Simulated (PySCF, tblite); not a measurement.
Isomers of C7H11ClO2, one GFN2-xTB conformer each. Single-point energies are computed at PBE0/pcSseg-1 (PySCF, gas phase, no added dispersion term), electronic only.

```csv
SMILES,GFN2-xTB relative energy (kJ/mol)
CO[C@@]1(C)C[C@]1(C)C(=O)Cl,43.0
C=C[C@@H](C)[C@@H](OC)C(=O)Cl,104.5
CC[C@@H]1OC[C@@H](Cl)CC1=O,0.0
CC/C(C)=C(\OC)C(=O)Cl,54.5
C=C[C@@H](C(=O)Cl)[C@@H](C)OC,95.5
CC/C(C(=O)Cl)=C(\C)OC,37.4
```

Conformers: `[CH3:1][O:2][C@@:3]1([CH3:4])[CH2:5][C@:6]1([CH3:7])[C:8](=[O:9])[Cl:10]` with C1–O2–C3–C4 54°, C5–C6–C8–O9 176°; `[CH2:1]=[CH:2][C@@H:3]([CH3:4])[C@@H:5]([O:6][CH3:7])[C:8](=[O:9])[Cl:10]` with C1–C2–C3–C4 117°, C2–C3–C5–O6 -64°, C3–C5–O6–C7 -168°, C3–C5–C8–O9 -110°; `[CH3:1][CH2:2][C@@H:3]1[O:4][CH2:5][C@@H:6]([Cl:7])[CH2:8][C:9]1=[O:10]` with C1–C2–C3–O4 61°, C2–C3–O4–C5 -175°, C3–O4–C5–C6 65°, O4–C5–C6–Cl7 176°, C5–C6–C8–C9 47°; `[CH3:1][CH2:2]/[C:3]([CH3:4])=[C:5](\[O:6][CH3:7])[C:8](=[O:9])[Cl:10]` with C1–C2–C3–C4 -65°, C3–C5–O6–C7 -106°, C3–C5–C8–O9 13°; `[CH2:1]=[CH:2][C@@H:3]([C:4](=[O:5])[Cl:6])[C@@H:7]([CH3:8])[O:9][CH3:10]` with C1–C2–C3–C4 114°, C2–C3–C4–O5 81°, C2–C3–C7–C8 60°, C3–C7–O9–C10 155°; `[CH3:1][CH2:2]/[C:3]([C:4](=[O:5])[Cl:6])=[C:7](\[CH3:8])[O:9][CH3:10]` with C1–C2–C3–C4 92°, C2–C3–C4–O5 174°, C3–C7–O9–C10 -178°.

What does PBE0/pcSseg-1 give for the same structures?

```csv
SMILES,PBE0/pcSseg-1 E (Eh),PBE0/pcSseg-1 (kJ/mol),GFN2-xTB (kJ/mol),point group
CC[C@@H]1OC[C@@H](Cl)CC1=O,-883.30747,0.0,0.0,C1
CC/C(C(=O)Cl)=C(\C)OC,-883.28613,56.0,37.4,C1
CC/C(C)=C(\OC)C(=O)Cl,-883.28460,60.0,54.5,C1
CO[C@@]1(C)C[C@]1(C)C(=O)Cl,-883.27959,73.2,43.0,C1
C=C[C@@H](C(=O)Cl)[C@@H](C)OC,-883.27574,83.3,95.5,C1
C=C[C@@H](C)[C@@H](OC)C(=O)Cl,-883.27459,86.3,104.5,C1
```

Both levels put the same isomer lowest; measured from each level's own lowest isomer, the values differ by up to 30.2 kJ/mol (CO[C@@]1(C)C[C@]1(C)C(=O)Cl: 43.0 against 73.2). As drawn, the highest has a C=C bond outside aromatic rings, which the lowest lacks. Neighbours about 10 kJ/mol apart or less (CC/C(C(=O)Cl)=C(\C)OC and CC/C(C)=C(\OC)C(=O)Cl; CO[C@@]1(C)C[C@]1(C)C(=O)Cl and C=C[C@@H](C(=O)Cl)[C@@H](C)OC; C=C[C@@H](C(=O)Cl)[C@@H](C)OC and C=C[C@@H](C)[C@@H](OC)C(=O)Cl) can change places with a better method, another conformer or zero-point energy.

Which frontier levels, dipoles and rotational constants go with these structures?

```
                       SMILES  HOMO (eV, PBE0/pcSseg-1)  LUMO (eV)  dipole (D)       A, B, C (MHz)
   CC[C@@H]1OC[C@@H](Cl)CC1=O                     -7.31      -1.13        1.39  2279, 670.2, 576.7
        CC/C(C(=O)Cl)=C(\C)OC                     -6.83      -1.30        6.53  1623, 819.8, 573.5
        CC/C(C)=C(\OC)C(=O)Cl                     -7.46      -1.87        4.02  1806, 775.1, 586.6
  CO[C@@]1(C)C[C@]1(C)C(=O)Cl                     -7.51      -1.00        3.04  1831, 832.0, 732.2
C=C[C@@H](C(=O)Cl)[C@@H](C)OC                     -7.63      -1.16        3.49  1332, 879.1, 618.5
C=C[C@@H](C)[C@@H](OC)C(=O)Cl                     -7.69      -1.07        2.64   1145, 1039, 736.2
```

What happens when harmonic zero-point energies from GFN2-xTB frequencies are added?

```csv
SMILES,ZPE (kJ/mol),electronic (kJ/mol),with ZPE (kJ/mol)
CC[C@@H]1OC[C@@H](Cl)CC1=O,444.2,0.0,0.0
CC/C(C(=O)Cl)=C(\C)OC,437.6,56.0,49.4
CC/C(C)=C(\OC)C(=O)Cl,435.8,60.0,51.6
CO[C@@]1(C)C[C@]1(C)C(=O)Cl,437.4,73.2,66.4
C=C[C@@H](C(=O)Cl)[C@@H](C)OC,433.7,83.3,72.8
C=C[C@@H](C)[C@@H](OC)C(=O)Cl,434.2,86.3,76.3
```

The zero-point energies span 10.5 kJ/mol. The order is unchanged.
